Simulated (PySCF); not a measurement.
**InCl₂ + 2 HCl → InH₂ + 2 Cl₂**

Level: PBE0 in the def2-TZVP basis family, computed in PySCF with density fitting; scalar-relativistic core potentials for atoms from Rb on, none lighter, no spin–orbit coupling; open shells unrestricted.

| species | state and structure | ZPE (kJ/mol) | H(298 K) − H(0) (kJ/mol) | S° (J/(mol K)) |
| --- | --- | --- | --- | --- |
| InCl₂ | doublet, C2v, In–Cl 2.353 Å (×2); Cl–In–Cl 119.5° | 4.5 | 13.9 | 313.8 |
| HCl | singlet, C∞v, H–Cl 1.279 Å | 17.9 | 8.7 | 186.6 |
| InH₂ | doublet, C2v, In–H 1.758 Å (×2); H–In–H 120.7° | 23.5 | 10.3 | 234.4 |
| Cl₂ | singlet, D∞h, Cl–Cl 1.982 Å | 3.5 | 9.1 | 222.5 |

Is the gas-phase reaction uphill or downhill in electronic energy at this level, and by how much?

At PBE0/def2-TZVP, ΔE = 601.9 kJ/mol, uphill. 

Add zero-point, thermal and entropy terms for 298.15 K and 1 bar.

ΔZPE = -9.8 and Δ[H(298) − H(0)] = -2.8 kJ/mol give ΔH° = 589.3 kJ/mol. ΔS° = -7.6 J/(mol K), so ΔG° = 589.3 − 298.15 × (-0.0076) = 592 kJ/mol.

Each species is the lowest minimum found with this bonding; other isomers or fragments can lie lower.
